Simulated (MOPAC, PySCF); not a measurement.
C4H12Si, SMILES `CC[SiH2]CC` (C–C–Si–C torsion 180°, C–Si–C–C torsion 180°), neutral singlet in the gas phase. 

Cartesian coordinates (Å):
```xyz
17

C     -2.8577     0.3806     0.0893
C     -1.5693    -0.2820     0.5953
Si     0.0092     0.3317    -0.2496
C      1.5467    -0.5356     0.4329
C      2.8659    -0.0852    -0.2090
H     -2.8365     1.4722     0.2424
H     -3.7498    -0.0068     0.6085
H     -3.0037     0.2065    -0.9895
H     -1.4571    -0.1205     1.6826
H     -1.6231    -1.3773     0.4595
H     -0.0874     0.0901    -1.7247
H      0.1399     1.8105    -0.0503
H      1.5749    -0.3673     1.5246
H      1.4089    -1.6241     0.3014
H      2.8697    -0.2716    -1.2956
H      3.0369     0.9942    -0.0637
H      3.7326    -0.6157     0.2185
```
Charge 0, multiplicity 1.

All levels are single points at this geometry (B3LYP-D3(BJ)/def2-SVP); Pople sets use spherical d functions. Orbital energies aren't observables, and empty levels follow the basis.

```tsv
level	HOMO (eV)	LUMO (eV)	gap (eV)	dipole (D)	vertical IE, Delta-SCF (eV)
B3LYP-D3(BJ)/def2-TZVP in PySCF	-7.84	0.59	8.43	0.87	9.86
B3LYP/6-311+G** in PySCF	-7.88	-0.07	7.81	0.85	–
B3LYP/LANL2DZ in PySCF	-7.78	1.48	9.26	0.72	–
PBE/6-31G* in PySCF	-6.57	0.78	7.35	0.93	9.38
HF/3-21G in PySCF	-11.02	5.30	16.31	0.78	–
AM1 in MOPAC	-10.72	1.57	12.29	0.34	–
```
